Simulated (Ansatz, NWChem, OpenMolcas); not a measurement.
**The HOMO–LUMO gap down a group: F to I**

One atom is swapped for its congeners: CsF; CsCl; CsBr; CsI. All are singlets with charge 0.

Shapes, held fixed at every level: measured bond length. Programs: Ansatz 0.2.0, NWChem 7.3.0, OpenMolcas 26.06. A level may come from different programs for different species; with the same settings they agree closely. Values in eV.

```
        level    CsF  CsCl  CsBr   CsI
  HF/def2-SVP  10.47  8.51  7.97  7.24
     HF/3-21G   7.24  8.35  7.27  6.95
PBE0/def2-SVP   4.99  4.51  4.29  3.93
```

At PBE0/def2-SVP the HOMO–LUMO gap falls at every step, from 4.99 to 3.93 eV. 2 of 3 levels show this order throughout; 2 agree on the largest and the smallest. For atoms past krypton def2 sets carry core potentials with scalar relativity. All-electron rows are non-relativistic unless named. Relativity is left out for Br unless named. Orbital gaps aren't excitation energies, and the LUMO depends on the basis.
